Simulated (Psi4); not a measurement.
AlF2 (SMILES [F][Al][F]), doublet, geometry from GFN2-xTB (such geometries of metal compounds can be far from the true shape); HF/3-21G (Psi4).

Here is a job for Psi4.
```
memory 2 GB

molecule mol {
0 2
  Al   -0.004514    0.349223    0.001953
  F     1.554844   -0.232160   -0.001251
  F    -1.548323   -0.272273   -0.001571
}

set basis 3-21g
set reference uhf
set stability_analysis follow
set scf_type pk

energy('scf')
print_variables()
```

What does Psi4 print? Leave out banner, timings and long lists.


```
   => Loading Basis Set <=

    Name: 3-21G
    Role: ORBITAL
    Keyword: BASIS

         ---------------------------------------------------------
                                   SCF
               by Justin Turney, Rob Parrish, Andy Simmonett
                          and Daniel G. A. Smith
                              UHF Reference
         ---------------------------------------------------------

  ==> Geometry <==

    Molecular point group: cs
    Full point group: Cs

    Geometry (in Angstrom), charge = 0, multiplicity = 2:

       Center              X                  Y                   Z               Mass
    ------------   -----------------  -----------------  -----------------  -----------------
         AL           0.351703905570     0.004546224924     0.000000000000    26.981538530000
         F           -0.229687920995    -1.554811775816     0.000000000000    18.998403162730
         F           -0.269802083403     1.548355225657     0.000000000000    18.998403162730

  Running in cs symmetry.

  Rotational constants: A =      2.95312  B =      0.18426  C =      0.17344 [cm^-1]
  Rotational constants: A =  88532.35113  B =   5523.91812  C =   5199.49880 [MHz]
  Nuclear repulsion =   88.217510174728446

  Charge       = 0
  Multiplicity = 2
  Electrons    = 31
  Nalpha       = 16
  Nbeta        = 15

  ==> Algorithm <==

  SCF Algorithm Type is PK.
  DIIS enabled.
  MOM disabled.
  Fractional occupation disabled.
  Guess Type is SAD.
  Energy threshold   = 1.00e-06
  Density threshold  = 1.00e-06
  Integral threshold = 1.00e-12

  ==> Primary Basis <==

  Basis Set: 3-21G
    Blend: 3-21G
    Number of shells: 17
    Number of basis functions: 31
    Number of Cartesian functions: 31
    Spherical Harmonics?: false
    Max angular momentum: 1

  ==> Integral Setup <==

  Using in-core PK algorithm.
   Calculation information:
      Number of atoms:                   3
      Number of AO shells:              17
      Number of primitives:             33
      Number of atomic orbitals:        31
      Number of basis functions:        31

      Integral cutoff                 1.00e-12
      Number of threads:                 1

  Performing in-core PK
  Using 246512 doubles for integral storage.
  We computed 9979 shell quartets total.
  Whereas there are 11781 unique shell quartets.

  ==> DiskJK: Disk-Based J/K Matrices <==

    J tasked:                  Yes
    K tasked:                  Yes
    wK tasked:                  No
    Schwarz Cutoff:          1E-12

  Minimum eigenvalue in the overlap matrix is 1.2532520093E-01.
  Reciprocal condition number of the overlap matrix is 4.7680544212E-02.
    Using symmetric orthogonalization.

  ==> Pre-Iterations <==

  SCF Guess: Superposition of Atomic Densities via on-the-fly atomic UHF (no occupation information).

   -------------------------
    Irrep   Nso     Nmo
   -------------------------
     A'        24      24
     A"         7       7
   -------------------------
    Total      31      31
   -------------------------

  ==> Iterations <==

                        Total Energy        Delta E     RMS |[F,P]|

   @UHF iter SAD:  -437.33060650496634   -4.37331e+02   0.00000e+00
   @UHF iter   1:  -438.40346190179855   -1.07286e+00   1.97926e-02 ADIIS/DIIS
   @UHF iter   2:  -438.46728102169931   -6.38191e-02   1.29176e-02 ADIIS/DIIS
   @UHF iter   3:  -438.49281223415539   -2.55312e-02   9.31516e-04 ADIIS/DIIS
   @UHF iter   4:  -438.49356802372506   -7.55790e-04   2.44881e-04 ADIIS/DIIS
   @UHF iter   5:  -438.49366057731817   -9.25536e-05   6.21638e-05 DIIS
   @UHF iter   6:  -438.49366623560979   -5.65829e-06   1.63220e-05 DIIS
   @UHF iter   7:  -438.49366657906734   -3.43458e-07   5.11806e-06 DIIS
   @UHF iter   8:  -438.49366660377814   -2.47108e-08   1.14993e-06 DIIS
   @UHF iter   9:  -438.49366660502943   -1.25129e-09   3.30904e-07 DIIS
  Energy and wave function converged.

    Wavefunction stable under totally symmetric rotations.
    Lowest totally symmetric eigenvalue: 0.215949
    Lowest UHF->UHF stability eigenvalues:
     App 0.130104        Ap 0.215949

    Stability analysis over.

  ==> Post-Iterations <==

   @Spin Contamination Metric:   2.810673572E-03
   @S^2 Expected:                7.500000000E-01
   @S^2 Observed:                7.528106736E-01
   @S   Expected:                5.000000000E-01
   @S   Observed:                5.000000000E-01

    Orbital Energies [Eh]
    ---------------------

    Alpha Occupied:

       1Ap   -58.128550     2Ap   -26.100695     3Ap   -26.100324
       4Ap    -4.936615     5Ap    -3.240207     1App   -3.237271
       6Ap    -3.235604     7Ap    -1.522573     8Ap    -1.515497
       9Ap    -0.667470    10Ap    -0.630724    11Ap    -0.608132
       2App   -0.601979    12Ap    -0.581971     3App   -0.577158
      13Ap    -0.325973

    Alpha Virtual:

       4App    0.047727    14Ap     0.114973    15Ap     0.183879
      16Ap     0.290300     5App    0.333527    17Ap     0.415875
      18Ap     0.566502     6App    2.231801    19Ap     2.242165
      20Ap     2.298716     7App    2.325980    21Ap     2.447932
      22Ap     2.512556    23Ap     3.593290    24Ap     3.774330

    Beta Occupied:

       1Ap   -58.123082     2Ap   -26.096652     3Ap   -26.096279
       4Ap    -4.925288     1App   -3.232728     5Ap    -3.232209
       6Ap    -3.228621     7Ap    -1.509263     8Ap    -1.502305
       9Ap    -0.640894    10Ap    -0.600177     2App   -0.599893
      11Ap    -0.593485     3App   -0.579201    12Ap    -0.578938

    Beta Virtual:

      13Ap     0.022099     4App    0.088448    14Ap     0.130357
      15Ap     0.211207    16Ap     0.360071     5App    0.361139
      17Ap     0.427681    18Ap     0.615574     6App    2.232797
      19Ap     2.245137    20Ap     2.311809     7App    2.327739
      21Ap     2.457985    22Ap     2.528045    23Ap     3.601113
      24Ap     3.786502

    Final Occupation by Irrep:
             Ap   App
    DOCC [    12,    3 ]
    SOCC [     1,    0 ]
    NA   [    13,    3 ]
    NB   [    12,    3 ]

  @UHF Final Energy:  -438.49366660502943

   => Energetics <=

    Nuclear Repulsion Energy =             88.2175101747284458
    One-Electron Energy =                -789.8725695060583121
    Two-Electron Energy =                 263.1613927263004484
    Total Energy =                       -438.4936666050294320

  UHF NO Occupations:
  HONO-2 :    3App 1.9995944
  HONO-1 :   12 Ap 1.9993417
  HONO-0 :   13 Ap 1.0000000
  LUNO+0 :   14 Ap 0.0006583
  LUNO+1 :    4App 0.0004056
  LUNO+2 :   15 Ap 0.0003217
  LUNO+3 :   16 Ap 0.0000099

Computation Completed

Properties will be evaluated at   0.000000,   0.000000,   0.000000 [a0]

Properties computed using the SCF density matrix

 Multipole Moments:

 ------------------------------------------------------------------------------------
     Multipole            Electronic (a.u.)      Nuclear  (a.u.)        Total (a.u.)
 ------------------------------------------------------------------------------------

 L = 1.  Multiply by 2.5417464519 to convert [e a0] to [Debye]
 Dipole X            :          0.1985007            0.1450190            0.3435197
 Dipole Y            :          0.0025653            0.0018746            0.0044399
 Dipole Z            :          0.0000000            0.0000000            0.0000000
 Magnitude           :                                                    0.3435484

 ------------------------------------------------------------------------------------

  Variable Map:
  ----------------------------------------------------------------------------
  "CURRENT ENERGY"           =>    -438.493666605029
  "CURRENT REFERENCE ENERGY" =>    -438.493666605029
  "DD SOLVATION ENERGY"      =>       0.000000000000
  "HF KINETIC ENERGY"        =>     437.712194155078
  "HF POTENTIAL ENERGY"      =>    -876.205860760108
  "HF TOTAL ENERGY"          =>    -438.493666605029
  "HF VIRIAL RATIO"          =>       2.001785356818
  "NUCLEAR REPULSION ENERGY" =>      88.217510174728
  "ONE-ELECTRON ENERGY"      =>    -789.872569506058
  "PCM POLARIZATION ENERGY"  =>       0.000000000000
  "PE ENERGY"                =>       0.000000000000
  "SCF ITERATION ENERGY"     =>    -438.493666605029
  "SCF ITERATIONS"           =>       9.000000000000
  "SCF TOTAL ENERGY"         =>    -438.493666605029
  "TWO-ELECTRON ENERGY"      =>     263.161392726300
```
